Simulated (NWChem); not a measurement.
System: C2H6BFO; SMILES C(B(C)O)F

Here is an NWChem input.

```
start job
memory heap 200 mb stack 700 mb global 900 mb
geometry units angstroms noautoz
  C     -0.651083     1.950005     0.009816
  B      0.035846     0.534730    -0.022114
  O      1.392807     0.426100    -0.031140
  C     -0.780855    -0.836495    -0.018311
  F      0.118782    -1.922878     0.006244
  H      0.045944     2.762540    -0.274332
  H     -1.552265     2.004426    -0.635531
  H     -1.003108     2.161254     1.044272
  H      1.622286    -0.529262    -0.022864
  H     -1.427049    -0.932167    -0.922061
  H     -1.459425    -0.916615     0.862602
end
basis spherical
  * library def2-svp
end
dft
  xc xpbe96 cpbe96
  iterations 150
  mulliken
end
task dft energy
```

The geometry was optimised at PBE-D3(BJ)/def2-SVP.

Problem. Give the results of this calculation. (PBE/def2-SVP.) Quantities: energy (Ha); highest occupied level (eV); orbital gap (eV); dipole (D).

Solution. energy (Ha): -279.26
highest occupied level (eV): -6.83
orbital gap (eV): 6.31
dipole (D): 1.20
